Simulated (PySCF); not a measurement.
Two species compared at the same levels of theory.

First species: C₆H₁₃F.
Z-matrix (Å and degrees, GFN2-xTB geometry), rows numbered from 1:
```
C 
C   1  1.5287
C   2  1.5278  1  109.99
C   2  1.5416  1  111.42  3   126.36
C   4  1.5287  2  112.09  1   161.12
C   4  1.5273  2  112.68  1   -74.65
F   6  1.3770  4  109.86  2   165.81
H   1  1.0874  2  110.11  3    58.44
H   1  1.0874  2  110.77  3   178.14
H   1  1.0871  2  111.20  3   -61.19
H   2  1.0962  1  107.58  3  -117.28
H   3  1.0870  2  111.01  1    57.51
H   3  1.0864  2  111.25  1   178.69
H   3  1.0877  2  109.76  1   -61.88
H   4  1.0963  2  107.61  1    42.80
H   5  1.0876  4  111.06  2    60.95
H   5  1.0876  4  109.83  2  -179.30
H   5  1.0874  4  110.54  2   -59.66
H   6  1.0938  4  112.11  2    48.10
H   6  1.0940  4  111.93  2   -76.37
```

Second species: C₆H₁₄N₂.
SMILES: `CCN(C)NC1CC1`

Levels: PBE0/pcSseg-1 for dipole moment, HOMO energy, LUMO energy and HOMO–LUMO gap; GFN2-xTB for rotational constant A and rotational constant C. Geometries: GFN2-xTB. Each species is one conformer at its optimised geometry, gas phase, non-relativistic unless stated. Electronic properties by PySCF.

The conformers computed, where there is a choice (atom-mapped SMILES and torsion angles):
- `[CH3:1][CH:2]([CH3:3])[C@@H:4]([CH3:5])[CH2:6][F:7]`: C1–C2–C4–C5 161°, C2–C4–C6–F7 166°
- `[CH3:1][CH2:2][N:3]([CH3:4])[NH:5][CH:6]1[CH2:7][CH2:8]1`: C1–C2–N3–C4 -74°, C2–N3–N5–C6 -153°, N3–N5–C6–C7 -170°

(1) Which has the higher dipole moment?

(2) Which has the higher HOMO energy?

(3) Which of the two has the higher rotational constant C, and by how much?

(4) Which has the higher rotational constant A?

(5) Which of the two has the higher LUMO energy, and by how much?

(6) Which of the two has the higher HOMO–LUMO gap, and by how much?

Answers

(1) The first: 1.93 D against 1.16 D, a difference of 0.77 D.

(2) The second: -6.13 eV against -8.70 eV, a difference of 2.57 eV.

(3) The first: 1.463 GHz against 0.913 GHz, a difference of 0.550 GHz.

(4) The second: 5.179 GHz against 3.457 GHz, a difference of 1.722 GHz.

(5) The second: 1.53 eV against 1.30 eV, a difference of 0.23 eV.

(6) The first: 10.00 eV against 7.66 eV, a difference of 2.34 eV.

On the first: The dipole matches unit charges of opposite sign 0.40 Å apart (1 e·Å = 4.8032 D). A dipole of 1.93 D is allowed in C1, and pure rotational transitions are dipole-allowed.

On the second: In atomic units the dipole is 0.46 e·bohr (1 au = 2.5417 D).
